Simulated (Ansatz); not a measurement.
A run on Cl3GeHSe, SMILES `[Cl][Ge]([Cl])([Cl])[SeH]` with other settings.

```yaml
crystal:
  periodic: [false, false, false]
  atoms:
    - {symbol: Cl, position_ang: [-0.854261, -1.027354, 1.775305]}
    - {symbol: Ge, position_ang: [0.213771, -0.419155, 0.034212]}
    - {symbol: Cl, position_ang: [2.203450, -1.160980, 0.158524]}
    - {symbol: Cl, position_ang: [-0.757099, -1.339968, -1.624563]}
    - {symbol: Se, position_ang: [0.351229, 1.890876, -0.173405]}
    - {symbol: H, position_ang: [-1.115090, 1.992581, -0.216275]}
basis:
  gaussian: {orbitals: x2c-TZVPPall}
hamiltonian: {xc: {name: B3LYP}}
accuracy: high
output: {forces: true}
```

```sh
$ ansatz run in.yaml --threads 4 --pin off --events-out ev --progress --plain --max-ram 10444MiB
```

Output, abridged:

```
Functional definition: B3LYP
3619 factors; integrals over basis functions are off by at most 2.6e-8 eV
mean field evaluation 1: about -160939.9897 eV, gradient 3.0e1 eV
mean field evaluation 2: about -160938.9885 eV, gradient 4.2e1 eV
mean field evaluation 4: about -160941.3479 eV, gradient 1.2e0 eV
mean field evaluation 8: about -160941.4585 eV, gradient 2.4e-1 eV
mean field evaluation 16: about -160941.4586 eV, gradient 4.9e-5 eV
mean field -160941.45862552 eV, -5914.4895144491 hartree, gradient 3.7e-8 eV, S^2 0.000000; 0 other end points of the search recorded, 0 dependent functions left out
reference -160941.45866776 eV, -5914.4895160014 hartree; 59, 59 occupied and 177, 177 virtual orbitals, 3619 factors
Total energy: -160941.45866776 eV, -5914.4895160014 hartree
Relativity: scalar
Atom 0 at    -0.854261    -1.027354     1.775305 Å, force    -0.212821    -0.133846     0.359374 eV/Å
Atom 1 at     0.213771    -0.419155     0.034212 Å, force    -0.024269     0.165857    -0.015792 eV/Å
Atom 2 at     2.203450    -1.160980     0.158524 Å, force     0.411291    -0.154033     0.025731 eV/Å
Atom 3 at    -0.757099    -1.339968    -1.624563 Å, force    -0.193185    -0.197984    -0.340472 eV/Å
Atom 4 at     0.351229     1.890876    -0.173405 Å, force     0.028025     0.301234    -0.026441 eV/Å
Atom 5 at    -1.115090     1.992581    -0.216275 Å, force    -0.009041     0.018771    -0.002401 eV/Å
Dipole moment:    -0.091016     0.333870    -0.032512 e Å
```

It took 18 s on 4 threads of an Arm Neoverse V2 on a shared host, with 1.6 GiB of host memory at the peak.
